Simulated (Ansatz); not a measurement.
The cluster AgSn₂. The state is a doublet with charge 0. Geometry PBE-D4/def2-TZVP.

```xyz
3

Ag    1.4713   -0.5114    0.3477
Sn   -0.2641    1.5846   -0.2151
Sn   -1.2072   -1.0732   -0.1326
```

In the def2 sets Ag, Sn take a core potential; there is no spin–orbit coupling. The structure comes from a short search, and lower isomers may exist.

(1) Estimate the α-spin orbital energies around the gap (eV) in Ansatz with PBE-D4/def2-SVP, PBE-D4/def2-TZVPD, revPBE-D4/def2-TZVP, r2SCAN-D4/def2-TZVPD, PBE0-D4/def2-SVP.

Results:

(1) 
| orbital | PBE-D4/def2-SVP | PBE-D4/def2-TZVPD | revPBE-D4/def2-TZVP | r2SCAN-D4/def2-TZVPD | PBE0-D4/def2-SVP |
| --- | --- | --- | --- | --- | --- |
| HOMO−13 | -25.04 | -25.03 | -24.96 | -25.70 | -27.80 |
| HOMO−12 | -24.97 | -24.95 | -24.89 | -25.62 | -27.73 |
| HOMO−11 | -24.92 | -24.90 | -24.84 | -25.56 | -27.67 |
| HOMO−10 | -24.79 | -24.78 | -24.72 | -25.44 | -27.55 |
| HOMO−9 | -12.06 | -12.04 | -11.94 | -12.48 | -13.56 |
| HOMO−8 | -9.76 | -9.76 | -9.67 | -10.06 | -11.11 |
| HOMO−7 | -8.24 | -8.22 | -8.14 | -8.55 | -10.08 |
| HOMO−6 | -8.23 | -8.20 | -8.12 | -8.54 | -10.06 |
| HOMO−5 | -8.04 | -8.01 | -7.94 | -8.34 | -9.89 |
| HOMO−4 | -8.03 | -8.00 | -7.92 | -8.33 | -9.86 |
| HOMO−3 | -8.00 | -7.99 | -7.90 | -8.26 | -9.44 |
| HOMO−2 | -5.77 | -5.80 | -5.69 | -5.90 | -6.37 |
| HOMO−1 | -4.62 | -4.64 | -4.57 | -4.92 | -5.31 |
| HOMO | -4.35 | -4.38 | -4.31 | -4.50 | -5.11 |
| LUMO | -2.95 | -2.98 | -2.88 | -2.90 | -2.36 |
| LUMO+1 | -2.76 | -2.79 | -2.71 | -2.83 | -2.21 |
| LUMO+2 | -2.63 | -2.68 | -2.58 | -2.51 | -1.96 |
| LUMO+3 | -0.47 | -0.59 | -0.50 | -0.32 | 0.07 |
| LUMO+4 | -0.23 | -0.55 | -0.38 | -0.13 | 0.42 |
| LUMO+5 | 0.65 | -0.01 | 0.46 | 0.64 | 1.25 |
| β HOMO | -4.18 | -4.22 | -4.14 | -4.35 | -4.94 |
| β LUMO | -3.96 | -3.97 | -3.83 | -3.75 | -3.21 |
